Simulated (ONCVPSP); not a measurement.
Building the ONCV potential for vanadium (V) (LDA (Perdew-Wang 92), fully relativistic).

The input file (ONCVPSP 4.0.1):

```
# ATOM AND REFERENCE CONFIGURATION
# atsym  z   nc   nv     iexc    psfile
  V 23.00    5    3  -001012      upf
#
#   n    l    f
    1    0    2.00
    2    0    2.00
    2    1    6.00
    3    0    2.00
    3    1    6.00
    3    2    3.00
    4    0    1.50
    4    1    0.50
#
# PSEUDOPOTENTIAL AND OPTIMIZATION
# lmax
    3
#
#   l,   rc,      ep,       ncon, nbas, qcut
    0    2.70    0.00    4    7    2.70
    1    3.70    0.00    4    9    2.30
    2    1.25    0.00    5   10   14.00
    3    4.05    0.03    3    7    2.50
#
# LOCAL POTENTIAL
# lloc, lpopt,  rc(5),   dvloc0
    4    5    0.85    2.00
#
# VANDERBILT-KLEINMAN-BYLANDER PROJECTORs
# l, nproj, debl
    0    2    0.70
    1    2    3.30
    2    1    3.90
    3    1    0.40
#
# MODEL CORE CHARGE
# icmod, fcfact, rcfact
    3    4.00    1.05
#
# LOG DERIVATIVE ANALYSIS
# epsh1, epsh2, depsh
   -2.00    5.00    0.02
#
# OUTPUT GRID
# rlmax, drl
    6.00    0.01
#
# TEST CONFIGURATIONS
# ncnf
    4
# nvcnf
#   n    l    f
    3
    3    2    3.00
    4    0    2.00
    4    1    0.00
#
    3
    3    2    3.00
    4    0    1.00
    4    1    0.00
#
    3
    3    2    3.00
    4    0    0.00
    4    1    0.00
#
    3
    3    2    4.00
    4    0    1.00
    4    1    0.00
#
```

Command:

```bash
oncvpspr.x < V.dat > V.out
```

Output (shortened: citation, most of the input echo, consistency checks and plot data are left out):

```
ONCVPSP  (Optimized Norm-Conservinng Vanderbilt PSeudopotential)
relativistic version 4.0.1

#   n    l    f        energy (Ha)
    1    0    2.00    -1.9664283D+02
    2    0    2.00    -2.2109838D+01
    2    1    6.00    -1.8412828D+01    -1.8673032D+01
    3    0    2.00    -2.5927242D+00
    3    1    6.00    -1.6318135D+00    -1.6626915D+00
    3    2    3.00    -2.2218276D-01    -2.2464048D-01
    4    0    1.50    -1.9449627D-01
    4    1    0.50    -6.8934329D-02    -7.0245645D-02

Reference configufation results
  iterations    26
  all-electron total energy (Ha)   -9.47011169D+02

Begin loop to  construct optimized pseudo wave functions
and semi-local pseudopoentials for all angular momenta

   Wellstate for l =  0  n =  5 kap= -1
     eigenvalue =   0.5055
     asymptotic potential =   1.0055
     half-point radius =  5.0503

Calculating optimized projector #   1

 for l=   0

    Fraction of norm inside rc  0.355692
    Optimizing pswf for qcut=   2.70 a_B^-1,  ecut=   3.63 Ha
    Residual kinetic energy error=  3.67D-04 Ha

    Energy error per electron        Cutoff
         Ha          eV             Ha
         0.01000     0.27211        1.89
         0.00100     0.02721        3.18
         0.00010     0.00272        6.98
         0.00001     0.00027       15.03

Calculating optimized projector #   2

 for l=   0

    Fraction of norm inside rc  0.261256
    Optimizing pswf for qcut=   2.70 a_B^-1,  ecut=   3.63 Ha
    Residual kinetic energy error=  1.02D-03 Ha

    Energy error per electron        Cutoff
         Ha          eV             Ha
         0.01000     0.27211        2.66
         0.00100     0.02721        3.91
         0.00010     0.00272       12.27
         0.00001     0.00027       23.04

   Wellstate for l =  1  n =  8 kap= -2
     eigenvalue =   3.2311
     asymptotic potential =   3.7311
     half-point radius =  5.9461

Calculating optimized projector #   1

 for l=   1

    Fraction of norm inside rc  0.373615
    Optimizing pswf for qcut=   2.30 a_B^-1,  ecut=   2.65 Ha
    Residual kinetic energy error=  3.34D-05 Ha

    Energy error per electron        Cutoff
         Ha          eV             Ha
         0.01000     0.27211        0.53
         0.00100     0.02721        0.87
         0.00010     0.00272        1.96
         0.00001     0.00027        7.53

Calculating optimized projector #   2

 for l=   1

    Fraction of norm inside rc  0.207833
    Optimizing pswf for qcut=   2.30 a_B^-1,  ecut=   2.65 Ha
    Residual kinetic energy error=  2.87D-01 Ha

    Energy error per electron        Cutoff
         Ha          eV             Ha
         0.01000     0.27211       23.79
         0.00100     0.02721       27.76
         0.00010     0.00272       39.78
         0.00001     0.00027       64.69

   Wellstate for l =  1  n =  8 kap=  1
     eigenvalue =   3.2298

Calculating optimized projector #   1

 for l=   1

    Fraction of norm inside rc  0.381638
    Optimizing pswf for qcut=   2.30 a_B^-1,  ecut=   2.65 Ha
    Residual kinetic energy error=  3.23D-05 Ha

    Energy error per electron        Cutoff
         Ha          eV             Ha
         0.01000     0.27211        0.54
         0.00100     0.02721        0.89
         0.00010     0.00272        1.89
         0.00001     0.00027        7.44

Calculating optimized projector #   2

 for l=   1

    Fraction of norm inside rc  0.209069
    Optimizing pswf for qcut=   2.30 a_B^-1,  ecut=   2.65 Ha
    Residual kinetic energy error=  2.83D-01 Ha

    Energy error per electron        Cutoff
         Ha          eV             Ha
         0.01000     0.27211       23.74
         0.00100     0.02721       27.74
         0.00010     0.00272       39.71
         0.00001     0.00027       64.55

Calculating optimized projector #   1

 for l=   2

    Fraction of norm inside rc  0.513794
    Optimizing pswf for qcut=  14.00 a_B^-1,  ecut=  97.94 Ha
    Residual kinetic energy error=  1.75D-07 Ha

    Energy error per electron        Cutoff
         Ha          eV             Ha
         0.01000     0.27211       52.13
         0.00100     0.02721       65.78
         0.00010     0.00272       76.62
         0.00001     0.00027       85.25

Calculating optimized projector #   1

 for l=   2

    Fraction of norm inside rc  0.516439
    Optimizing pswf for qcut=  14.00 a_B^-1,  ecut=  97.94 Ha
    Residual kinetic energy error=  1.74D-07 Ha

    Energy error per electron        Cutoff
         Ha          eV             Ha
         0.01000     0.27211       52.23
         0.00100     0.02721       65.87
         0.00010     0.00272       76.70
         0.00001     0.00027       85.31

   Wellstate for l =  3  n =  4 kap= -4
     eigenvalue =   0.0300
     asymptotic potential =   0.5300
     half-point radius = 68.5747

Calculating optimized projector #   1

 for l=   3

    Fraction of norm inside rc  0.000093
    Optimizing pswf for qcut=   2.50 a_B^-1,  ecut=   3.12 Ha
    Residual kinetic energy error=  1.26D-05 Ha

    Energy error per electron        Cutoff
         Ha          eV             Ha
         0.01000     0.27211        0.00
         0.00100     0.02721        0.06
         0.00010     0.00272        0.25
         0.00001     0.00027       22.83

   Wellstate for l =  3  n =  4 kap=  3
     eigenvalue =   0.0300

Calculating optimized projector #   1

 for l=   3

    Fraction of norm inside rc  0.000093
    Optimizing pswf for qcut=   2.50 a_B^-1,  ecut=   3.12 Ha
    Residual kinetic energy error=  1.26D-05 Ha

    Energy error per electron        Cutoff
         Ha          eV             Ha
         0.01000     0.27211        0.00
         0.00100     0.02721        0.06
         0.00010     0.00272        0.25
         0.00001     0.00027       22.83

Construct Vanderbilt / Kleinmman-Bylander projectors

B matrix Hermiticity error, ll=  0  kap= -1
   1   2    2.4164D-05

  Orthonormal projector coefficients  5.4990E+00  4.0425E-01

B matrix Hermiticity error, ll=  1  kap= -2
   1   2   -3.2123D-05

  Orthonormal projector coefficients  6.2883E+00  6.8838E-01

B matrix Hermiticity error, ll=  1  kap=  1
   1   2   -3.2822D-05

  Orthonormal projector coefficients  6.2287E+00  7.0036E-01

 Orthonormal scalar projector coefficients, l =  1
  6.2683E+00  6.9234E-01  5.2660E-05  3.6085E-05

 Orthonormal spin-orbit projector coefficients, l =  1
  5.3764E-02 -1.6620E-02 -9.3444E-03  3.9505E-03

 Orthonormal scalar projector coefficients, l =  2
 -5.2794E+00 -9.7923E-08

 Orthonormal spin-orbit projector coefficients, l =  2
  8.4693E-03 -4.0694E-05

 Orthonormal scalar projector coefficients, l =  3
 -2.5980E+00 -2.4305E-08

 Orthonormal spin-orbit projector coefficients, l =  3
 -4.3536E-03  4.8347E-06

Model core correction analysis
  based on d2Exc/dn_idn_j

d2excae - all-electron derivatives

   -2.114837D-02   -8.096518D-03   -4.112400D-03
   -8.095008D-03   -2.403985D-02   -1.939679D-02
   -4.111498D-03   -1.939171D-02   -2.318409D-02

d2excps - pseudofunction derivatives with no core correction

   -6.309358D-02   -1.244993D-02   -5.989812D-03
   -1.244811D-02   -3.007854D-02   -2.348251D-02
   -5.988779D-03   -2.347100D-02   -2.794547D-02

rms 2nd derivative error    1.451750E-02

rmatch, rhocmatch    1.7467    0.4348

Teter function model core charge with specified parameters

d2excps - pseudofunction derivatives with core correction

   -5.340224D-02   -1.170643D-02   -5.708789D-03
   -1.170396D-02   -2.978238D-02   -2.337265D-02
   -5.707450D-03   -2.336109D-02   -2.790433D-02

rms 2nd derivative error    1.134452E-02

Pseudoatom total energy   -5.998201

Diagnostic tests using Vanderbilt-Kleinman-Bylander pseudopotentials
  relativistic with J = L +/- 1/2 projectors

   l  kap   rcore       rmatch      e in        delta e    norm test   slope test

   0  -1   2.7032260   2.7853018  -0.1944963  -0.0000004   1.0000144   1.0000370
   0  -1   2.7032260   2.7853018   0.5055037   0.0000002   1.0000798   1.0000798

   1  -2   3.7117211   3.8244170  -0.0689343  -0.0000001   0.9999912   1.0000026
   1   1   3.7117211   3.8244170  -0.0702456   0.0000001   0.9999913   0.9999875
run_diag_r: lschvkbbe ERROR   2   1  -2  60  3.23106567E+00  3.60417224E+00
   1  -2   3.7117211   3.8244170   3.2310657   0.3731066   0.6203888   0.0990430
run_diag_r: lschvkbbe ERROR   2   1   1  60  3.22735551E+00  3.60009106E+00
   1   1   3.7117211   3.8244170   3.2273555   0.3727356   0.6207538   0.0652467

   2  -3   1.2570161   1.2951818  -0.2221828  -0.0000080   0.9999986   1.0000415
   2   2   1.2570161   1.2951818  -0.2246405   0.0000224   1.0000128   0.9999455

run_diag_r: lschvkbbe ERROR   1   3  -4  60  2.99999974E-02  1.98070616E-02
   3  -4   4.0601778   4.1834536   0.0300000  -0.0101929   0.0697563   0.0683971
run_diag_r: lschvkbbe ERROR   1   3   3  60  2.99999802E-02  2.39446895E-02
   3   3   4.0601778   4.1834536   0.0300000  -0.0060553   0.9963589   0.9847168

Diagnostic tests using Vanderbilt-Kleinman-Bylander pseudopotentials
  relativistic with scalar and spin-orbit non-local projectors

   l  kap   rcore       rmatch      e in        delta e    norm test   slope test

   0  -1   2.7032260   2.7853018  -0.1944963  -0.0000004   1.0000144   1.0000370
   0  -1   2.7032260   2.7853018   0.5055037   0.0000002   1.0000798   1.0000798

   1  -2   3.7117211   3.8244170  -0.0689343  -0.0000104   0.9999561   0.9988645
   1   1   3.7117211   3.8244170  -0.0702456  -0.0000103   0.9999571   0.9989823
run_diag_r: lschvkbbe ERROR   2   1  -2  60  3.23106567E+00  3.60417224E+00
   1  -2   3.7117211   3.8244170   3.2310657   0.3731066   0.6204081   0.0990439
run_diag_r: lschvkbbe ERROR   2   1   1  60  3.22735551E+00  3.60009106E+00
   1   1   3.7117211   3.8244170   3.2273555   0.3727356   0.6207731   0.0652474

   2  -3   1.2570161   1.2951818  -0.2221828  -0.0000080   0.9999986   1.0000415
   2   2   1.2570161   1.2951818  -0.2246405   0.0000224   1.0000128   0.9999455

run_diag_r: lschvkbbe ERROR   1   3  -4  60  2.99999974E-02  1.98068114E-02
   3  -4   4.0601778   4.1834536   0.0300000  -0.0101932   0.9938508   0.9744860
run_diag_r: lschvkbbe ERROR   1   3   3  60  2.99999802E-02  2.39444180E-02
   3   3   4.0601778   4.1834536   0.0300000  -0.0060556   0.9963587   0.9847161

Ghost test for J = L + 1/2

 Testing for bound ghosts
   n   l    E NL Schr. Eq   E Basis Diag.   E Cutoff

       0                       -5.468860     25.53  WARNING - GHOST(-)
   1   0       -0.194497       -0.192277     25.53

       1                       -0.770989     28.58  WARNING - GHOST(-)
   2   1       -0.068934       -0.067277     28.58

   3   2       -0.222191       -0.202438    280.10

 Testing for highly-localized positive-energy ghosts
       l    <radius>/rc     E Basis Diag.   E Cutoff

       1        0.784009        3.019068     28.58  WARNING - GHOST(+)

       3        0.389068        0.083499     12.80  WARNING - GHOST(+)

Ghost test for J = L - 1/2

 Testing for bound ghosts
   n   l    E NL Schr. Eq   E Basis Diag.   E Cutoff

       0                       -5.468860     25.53  WARNING - GHOST(-)
   1   0       -0.194497       -0.192277     25.53

       1                       -0.756522     28.58  WARNING - GHOST(-)
   2   1       -0.070246       -0.068667     28.58

   3   2       -0.224618       -0.205159    280.10

 Testing for highly-localized positive-energy ghosts
       l    <radius>/rc     E Basis Diag.   E Cutoff

       1        0.762439        3.018744     28.58  WARNING - GHOST(+)

       3        0.389085        0.096612     12.80  WARNING - GHOST(+)

Test configuration 0

   n   l kap    f        eae           eps        diff
   1   0  -1  2.0000 -196.64283114
   2   0  -1  2.0000  -22.10983817
   2   1  -2  4.0000  -18.41282849
   2   1   1  2.0000  -18.67303168
   3   0  -1  2.0000   -2.59272417
   3   1  -2  4.0000   -1.63181347
   3   1   1  2.0000   -1.66269146
   3   2  -3  1.8000   -0.22218276   -0.22219080   -8.04E-06
   3   2   2  1.2000   -0.22464048   -0.22461806    2.24E-05
   4   0  -1  1.5000   -0.19449627   -0.19449665   -3.74E-07
   4   1  -2  0.3333   -0.06893433   -0.06893447   -1.38E-07
   4   1   1  0.1667   -0.07024564   -0.07024550    1.44E-07

    Total energies and differences
      AE_ref= -9.47011169E+02  AE_tst= -9.47011169E+02  dif=  0.00E+00
      PS_ref= -5.99820064E+00  PS_tst= -5.99820064E+00  dif=  0.00E+00
      PSP excitation error=  0.00E+00

Test configuration 1

   n   l kap    f        eae           eps        diff
   1   0  -1  2.0000 -196.61563751
   2   0  -1  2.0000  -22.08388575
   2   1  -2  4.0000  -18.38682178
   2   1   1  2.0000  -18.64701871
   3   0  -1  2.0000   -2.56582009
   3   1  -2  4.0000   -1.60491468
   3   1   1  2.0000   -1.63579832
   3   2  -3  1.8000   -0.19682392   -0.19732895   -5.05E-04
   3   2   2  1.2000   -0.19926003   -0.19973608   -4.76E-04
   4   0  -1  2.0000   -0.17808183   -0.17820044   -1.19E-04
   4   1  -2  0.0000   -0.05566930   -0.05566930    0.00E+00
   4   1   1  0.0000   -0.05690849   -0.05690849    0.00E+00

    Total energies and differences
      AE_ref= -9.47011169E+02  AE_tst= -9.47072908E+02  dif= -6.17E-02
      PS_ref= -5.99820064E+00  PS_tst= -6.05998028E+00  dif= -6.18E-02
      PSP excitation error=  4.02E-05

Test configuration 2

   n   l kap    f        eae           eps        diff
   1   0  -1  2.0000 -196.90119907
   2   0  -1  2.0000  -22.36347209
   2   1  -2  4.0000  -18.66691727
   2   1   1  2.0000  -18.92715411
   3   0  -1  2.0000   -2.84803326
   3   1  -2  4.0000   -1.88729046
   3   1   1  2.0000   -1.91814314
   3   2  -3  1.8000   -0.47372862   -0.47182549    1.90E-03
   3   2   2  1.2000   -0.47624917   -0.47430675    1.94E-03
   4   0  -1  1.0000   -0.41004744   -0.40980177    2.46E-04
   4   1  -2  0.0000   -0.25699915   -0.25699915    0.00E+00
   4   1   1  0.0000   -0.25915684   -0.25915684    0.00E+00

    Total energies and differences
      AE_ref= -9.47011169E+02  AE_tst= -9.46781336E+02  dif=  2.30E-01
      PS_ref= -5.99820064E+00  PS_tst= -5.76837609E+00  dif=  2.30E-01
      PSP excitation error=  8.30E-06

Test configuration 3

   n   l kap    f        eae           eps        diff
   1   0  -1  2.0000 -197.23682299
   2   0  -1  2.0000  -22.69018191
   2   1  -2  4.0000  -18.99437623
   2   1   1  2.0000  -19.25467365
   3   0  -1  2.0000   -3.17663997
   3   1  -2  4.0000   -2.21554034
   3   1   1  2.0000   -2.24640787
   3   2  -3  1.8000   -0.79224638   -0.78464964    7.60E-03
   3   2   2  1.2000   -0.79488643   -0.78724116    7.65E-03
   4   0  -1  0.0000   -0.65718378   -0.65718378    0.00E+00
   4   1  -2  0.0000   -0.47423783   -0.47423783    0.00E+00
   4   1   1  0.0000   -0.47741027   -0.47741027    0.00E+00

    Total energies and differences
      AE_ref= -9.47011169E+02  AE_tst= -9.46247060E+02  dif=  7.64E-01
      PS_ref= -5.99820064E+00  PS_tst= -5.23550445E+00  dif=  7.63E-01
      PSP excitation error=  1.41E-03

Test configuration 4

   n   l kap    f        eae           eps        diff
   1   0  -1  2.0000 -196.48399927
   2   0  -1  2.0000  -21.93068176
   2   1  -2  4.0000  -18.23568044
   2   1   1  2.0000  -18.49602794
   3   0  -1  2.0000   -2.43123133
   3   1  -2  4.0000   -1.47575083
   3   1   1  2.0000   -1.50605055
   3   2  -3  2.4000   -0.09565508   -0.09279504    2.86E-03
   3   2   2  1.6000   -0.09770995   -0.09477004    2.94E-03
   4   0  -1  1.0000   -0.14847471   -0.15119565   -2.72E-03
   4   1  -2  0.0000   -0.04144488   -0.04144488    0.00E+00
   4   1   1  0.0000   -0.04236376   -0.04236376    0.00E+00

    Total energies and differences
      AE_ref= -9.47011169E+02  AE_tst= -9.47053257E+02  dif= -4.21E-02
      PS_ref= -5.99820064E+00  PS_tst= -6.03678939E+00  dif= -3.86E-02
      PSP excitation error= -3.50E-03
```

Note: ghosts flagged at negative energy: s at -148.8 eV, p3/2 at -21.0 eV, p1/2 at -20.6 eV; GHOST(+) flagged for f7/2 at 2.27 eV, f5/2 at 2.63 eV, p1/2 at 82.1 eV, p3/2 at 82.2 eV. A true bound ghost makes a file unfit for plane-wave use.

The run took about 9 s on one core of a shared server CPU.
